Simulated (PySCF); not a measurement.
**Pr⁴⁵⁺ (praseodymium, charge +45): Hartree-Fock from Schrödinger to Dirac-Coulomb**

Occupied: 1s1/2, 2s1/2, 2p1/2, 2p3/2, 3s1/2, 3p1/2. Hartree-Fock calculated with PySCF 2.14 in an uncontracted even-tempered set (20 s from 4.7 bohr⁻², ratio 2.3; 16 p from 5.6 bohr⁻², ratio 2.3), Gaussian nucleus throughout. NR is non-relativistic, sf-X2C the spin-free one-electron X2C Hamiltonian, X2C adds the bare one-electron spin-orbit term, X2C-SNSO screens it by Boettger's factors, DC is four-component Dirac-Coulomb, and the Gaunt term is added at first order (total energies over the DC spinors, levels after relaxing the spinors in that mean field). QED terms are absent. Levels marked empty are virtual spinors of this ion; the basis has s and p functions only, so 3d, which can lie below the n = 4 levels, is absent.

```
Hamiltonian  E (hartree)  E − E(DC) (hartree)  CPU seconds
        X2C   -7317.9263               1.9984         0.33
   X2C-SNSO   -7317.4151               2.5096         0.34
         DC   -7319.9247               0.0000           19
   DC+Gaunt   -7312.5330               7.3917           33
```

```
   level (eV)       X2C  X2C-SNSO        DC  DC+Gaunt
        1s1/2  -45176.3  -45177.0  -45217.3  -45100.5
        2s1/2   -9730.3   -9730.6   -9735.7   -9723.7
        2p1/2   -9389.2   -9375.8   -9378.3   -9357.6
        2p3/2   -8859.3   -8864.6   -8868.4   -8854.3
        3s1/2   -3851.1   -3851.2   -3852.4   -3849.5
        3p1/2   -3735.4   -3732.0   -3732.6   -3727.4
3p3/2 (empty)   -3512.2   -3513.5   -3514.3   -3510.9
4s1/2 (empty)   -1992.7   -1992.8   -1993.2   -1992.1
```

```
interval (eV)    X2C  X2C-SNSO     DC  DC+Gaunt
2p3/2 − 2p1/2  530.0     511.2  509.9     503.3
```

Weight of the small component: 1s1/2 0.0478, 2s1/2 0.0108, 2p1/2 0.0107, 2p3/2 0.0100, 3s1/2 0.00406, 3p1/2 0.00400, 3p3/2 0.00380, 4s1/2 0.00201.

Koopmans' value for the highest occupied level at DC+Gaunt: 3727.4 eV, against an ionisation energy of 3729 ± 4 eV (theoretical estimate listed by NIST; NIST Atomic Spectra Database, ionization energies); the former lacks relaxation, correlation, QED and recoil.

The whole ladder took 57 s of wall time on 1 thread of Intel(R) Xeon(R) Platinum 8488C (shared host), launched as `OMP_NUM_THREADS=1 python relrun2.py TASK.json OUT` (a driver that calls PySCF for each Hamiltonian).

Dirac-Coulomb iterations, started from the X2C spinors:

```
with_ssss True, with_gaunt False, with_breit False
light speed = 137.03599967994
init E= -7289.98446762385
cycle= 1 E= -7319.92385635415  delta_E= -29.9  |g|= 1.67  |ddm|= 0.121
cycle= 2 E= -7319.92467126936  delta_E= -0.000815  |g|= 0.0244  |ddm|= 0.00999
cycle= 3 E= -7319.92467249892  delta_E= -1.23e-06  |g|= 0.000943  |ddm|= 0.00058
cycle= 4 E= -7319.92467250086  delta_E= -1.94e-09  |g|= 4.53e-06  |ddm|= 1.86e-05
```
